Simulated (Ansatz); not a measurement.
System: C$_{2}$Cl$_{2}$F$_{3}$, charge 0, multiplicity 2. It need not be the lowest isomer of its formula. 
Geometry from a B3LYP-D3(BJ)/def2-TZVP (Ansatz, a quantum-chemistry and plane-wave program) optimisation:
```
C
F 1 1.3399
F 1 1.3399 2 108.36
F 1 1.3523 2 107.26 3 115.49
C 1 1.5029 2 110.88 4 122.61
Cl 5 1.6969 1 118.11 2 161.88
Cl 5 1.6969 1 118.11 2 -41.46
```
Charge 0, spin multiplicity 2.

Basis-set convergence of Hartree-Fock and CCSD(T) correlation energies (hartree) with Ansatz. Cores are frozen in the correlated levels unless marked. Open shells are spin-unrestricted. Spin-orbit coupling is left out. No relativistic terms.

| basis | functions | E(HF) | E(corr, CCSD(T)) |
|---|---|---|---|
| cc-pV(D+d)Z | 116 | -1293.03410 | -1.13828 |
| cc-pV(T+d)Z | 228 | [?] | [?] |

### Question
What belongs in the gaps?

### Answer

- cc-pV(T+d)Z, E(HF): -1293.18986
- cc-pV(T+d)Z, E(corr, CCSD(T)): -1.50400
